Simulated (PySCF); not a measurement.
AlBr₃, SMILES [Br][Al]([Br])[Br]. Coordinates come from a PBE-D3(BJ)/def2-SVP optimisation. The isomer is the one that the SMILES or the coordinates give; other isomers of the formula were not compared.

Computed with PBE-D3(BJ)/def2-SVP run with PySCF.

Harmonic wavenumbers (cm⁻¹): 89, 89, 165, 225, 502, 502. Rotational constants (GHz): 0.8341, 0.8341, 0.4170; symmetry number 6.

Problem. Work out the zero-point energy and the ideal-gas rigid-rotor harmonic-oscillator thermochemistry at 298.15 K and 1 atm.

Solution. ZPE = ½ Σ hcν = ½ × 1572 cm⁻¹ = 2.25 kcal/mol. H − E(el) = 6.56 kcal/mol. Entropy in cal/(mol K): translation 42.64, rotation 27.82, vibration 13.09, total 83.55. G − E(el) = -18.35 kcal/mol. Cp = 18.04 cal/(mol K). Modes under 150 cm⁻¹ make the vibrational entropy uncertain.
